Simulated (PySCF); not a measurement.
# Computed records: CH5FOSi

All values are calculated (PySCF 2.14.0). Calculation on a computer-drawn molecule: the log of a Hartree-Fock and frozen-core CCSD(T) single point meant for a local Hartree-Fock minimum, with one planted fault or none, to be diagnosed. Offsets are logged minus clean, where the clean run is the same molecule without the fault. The reference is restricted for singlets and unrestricted otherwise, and also for a bond in bohr or an excited solution. Adding or removing an electron swaps singlet and doublet. The excited solution moves the top pair (singlet) or top alpha electron (doublet) to the lowest empty orbital. Highest occupied and lowest empty are orbital energies over both spins, largest force is the largest gradient component, triples share is (T) over the correlation energy, the T1 limit is 0.02 restricted and 0.045 unrestricted, electrons count all cores, a negative frequency is imaginary (commonest isotopes), and the dipole is about the centre of nuclear charge.

```json
{"formula": "CH5FOSi", "logged_structure": {"atoms_angstrom": [["C", -0.1084, -1.666, -1.0599], ["O", -0.8169, -0.474, -1.2991], ["Si", -1.3857, 0.5888, -0.2131], ["F", -0.1608, 1.2729, 0.5819], ["H", -0.5986, -2.2729, -0.2941], ["H", 0.9129, -1.4506, -0.7421], ["H", -0.0779, -2.2326, -1.9882], ["H", -2.1007, 1.6377, -0.942], ["H", -2.2047, -0.0782, 0.8112]]}, "given": {"meant_charge": 0, "meant_multiplicity": 1, "meant_basis": "cc-pV(D+d)Z", "logged_electrons": 42, "logged_basis_functions": 29, "logged_SCF_converged": "yes", "logged_spin_squared": 0.0, "logged_highest_occupied [eV]": -9.0335, "logged_lowest_empty [eV]": 12.715, "logged_largest_force [hartree/bohr]": 0.03562, "logged_T1_diagnostic": 0.0094965, "logged_D1_diagnostic": 0.030594, "logged_triples_share": 0.022006, "logged_CC_converged": "yes", "logged_dipole_magnitude [debye]": 1.025, "logged_SCF_stable_within_its_kind": "yes", "logged_energy_HF [hartree]": -497.82736, "logged_energy_CCSD(T) [hartree]": -498.00863, "possible_faults": "no fault, one electron removed, one electron added, multiplicity raised by two, geometry at a saddle point, SCF held on an excited solution, minimal basis STO-3G, one bond length entered in bohr, all coordinates scaled", "drawn_bonds_atom": [1, 2, 3, 1, 1, 1, 3, 3], "drawn_bonds_other_atom": [2, 3, 4, 5, 6, 7, 8, 9], "drawn_bonds_order": [1, 1, 1, 1, 1, 1, 1, 1]}, "results": {"planted_fault": "minimal basis STO-3G", "HF_energy_offset_from_clean_run [kcal/mol]": 3949, "CCSD(T)_energy_offset_from_clean_run [kcal/mol]": 4251}}
```
